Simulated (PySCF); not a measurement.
**H₃MoO + Br₂ → HMoO + 2 HBr**

Level: PBE0 in the def2-TZVP basis family, computed in PySCF with density fitting; scalar-relativistic core potentials for atoms from Rb on, none lighter, no spin–orbit coupling; open shells unrestricted.

```
species                                                                                                                                          state and structure  ZPE (kJ/mol)  H(298 K) − H(0) (kJ/mol)  S° (J/(mol K))
  H₃MoO  doublet, C1, Mo–H 1.673 Å, Mo–H 1.710 Å, Mo–H 1.735 Å, Mo–O 1.645 Å; H–Mo–H 83.7°, H–Mo–H 106.8°, H–Mo–H 126.2°, H–Mo–O 97.8°, H–Mo–O 113.1°, H–Mo–O 117.1°          56.0                      13.8           285.1
    Br₂                                                                                                                                  singlet, D∞h, Br–Br 2.281 Å           2.0                       9.7           244.8
   HMoO                                                                                                       quartet, Cs, Mo–H 1.736 Å, Mo–O 1.664 Å; H–Mo–O 119.1°          20.4                      10.5           264.6
    HBr                                                                                                                                   singlet, C∞v, H–Br 1.421 Å          16.0                       8.7           198.5
```

Is the gas-phase reaction uphill or downhill in electronic energy at this level, and by how much?

At PBE0/def2-TZVP, ΔE = -1.6 kJ/mol, downhill. 

Add zero-point, thermal and entropy terms for 298.15 K and 1 bar.

ΔZPE = -5.6 and Δ[H(298) − H(0)] = 4.4 kJ/mol give ΔH° = -2.8 kJ/mol. ΔS° = 131.7 J/(mol K), so ΔG° = -2.8 − 298.15 × (0.1317) = -42 kJ/mol and log₁₀K = 7.4.

Open d or f shells are single determinants, so the state found may not be the ground state. The structures come from searches over a few start shapes, so lower isomers are not excluded.
